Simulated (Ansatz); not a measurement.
Basis sets compared for Si₆W⁺. Charge 1, multiplicity 2. Geometry PBE-D4/def2-SVP. Ansatz on 4 threads of Arm Neoverse V2 on a shared host; times are rough, and most runs start from earlier orbitals.

```xyz
7

W    -0.6359    1.8158   -1.4266
Si   -1.4104    0.2523    0.1136
Si   -0.4689   -0.2602   -2.3862
Si    2.6359   -0.5232    0.8315
Si   -1.7408   -1.3121    1.7780
Si    1.1645    0.7166   -0.4432
Si    0.4556   -0.6891    1.5329
```

In the def2 sets W takes a core potential; there is no spin–orbit coupling. Another isomer (doublet) lies 1.90 eV lower at PBE0-D4/def2-TZVP; other spin states weren't run for this one.

| level | functions | energy (Eh) | HOMO (eV) | LUMO (eV) | wall time |
| --- | --- | --- | --- | --- | --- |
| PBE-D4/def2-SVP | 140 | -1802.3689 | -8.93 | -8.40 | 4.4 s |
| PBE0-D4/def2-SVP | 140 | -1802.4269 | -9.68 | -7.81 | 7.5 s |

(1) Estimate the rows for PBE-D4/def2-TZVP (with forces), PBE0-D4/def2-TZVP.

Results:

(1) 
```json
{"level": "PBE-D4/def2-TZVP (with forces)", "functions": "262", "energy (Eh)": "-1802.9861", "HOMO (eV)": "-8.82", "LUMO (eV)": "-8.27", "wall time": "9.5 s"}
{"level": "PBE0-D4/def2-TZVP", "functions": "262", "energy (Eh)": "-1803.0424", "HOMO (eV)": "-9.56", "LUMO (eV)": "-7.63", "wall time": "33 s"}
```
